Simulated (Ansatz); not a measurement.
Consider the substitution at a C–Si bond: `C=C[SiH](Cl)C=C` + `O[Si](Cl)(Cl)Cl` → `C=CO[Si](Cl)(Cl)Cl` + `C=C[SiH2]Cl`.

Computed with Ansatz on PBE0-D4/def2-TZVP structures; ΔE is electronic, products minus reactants. CCSD(T)/CBS adds triple-zeta CCSD(T) − MP2 to the extrapolated MP2 energy (def2 sets, frozen cores). Functionals use def2-TZVPP. One conformer a species, not always the lowest.

Question: Is it downhill or uphill in electronic energy at CCSD(T)/CBS, and by how much? (Estimate.)

Answer: Ansatz gave: Uphill: ΔE = +77.1 kJ/mol.

Question: What do these levels give: r2SCAN-D4, PBE0-D4, ωB97X-V, PBE0, SCS-MP2/def2-TZVPP, CCSD(T)/def2-TZVPP? (An estimate is asked.)

Answer: The calculation gave: r2SCAN-D4 69.8, PBE0-D4 70.3, ωB97X-V 67.7, PBE0 71.2, SCS-MP2/def2-TZVPP 75.0, CCSD(T)/def2-TZVPP 74.1 kJ/mol.

Largest T1 diagnostic among the species: 0.011.

In def2-TZVPP, CCSD(T) changes the Hartree–Fock value by +6.0 kJ/mol (the triples alone add +0.0 kJ/mol) and MP2 by +11.3 kJ/mol. From PBE to PBE0 (25 % exact exchange), in def2-TZVPP and without D4, ΔE moves by +3.1 kJ/mol.
